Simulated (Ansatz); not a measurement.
KBr2, relaxed as a doublet with UKS PBE-D4/def2-TZVP in Ansatz, starting from the GFN1-xTB geometry. Force threshold 0.02 eV/Å.

In the doublet, Br2 and Br3 lie 2.97 Å apart (atoms count from 1), so these atoms are partly bonded to each other. The structure comes from a short search, and lower isomers may exist.

Start:

Cartesian coordinates in Å:
```
K -0.391 -1.577 -0.242
Br 1.390 0.631 -0.763
Br -1.000 0.946 1.005
```

| step | energy (eV) | largest force component (eV/Å) | SCF passes |
| --- | --- | --- | --- |
| 1 | -156392.8234 | 0.610 | 17 |
| 2 | -156392.8852 | 0.128 | 20 |
| 3 | -156392.8888 | 0.022 | 22 |
| 4 | -156392.8889 | 0.001 | 16 |

Force components are those of the run's own axes.

End:

```xyz
3

K    -0.418   -1.694   -0.261
Br    1.395    0.689   -0.747
Br   -0.977    1.005    1.008
```

By distances, no bond broke or formed. The bond that changes most is K1–Br3, from 2.88 to 3.03 Å (atoms count from 1).

No frequencies were taken in this run, so the end may be a saddle point.

Run time 11 s (2 threads of Arm Neoverse V1 on a shared host).
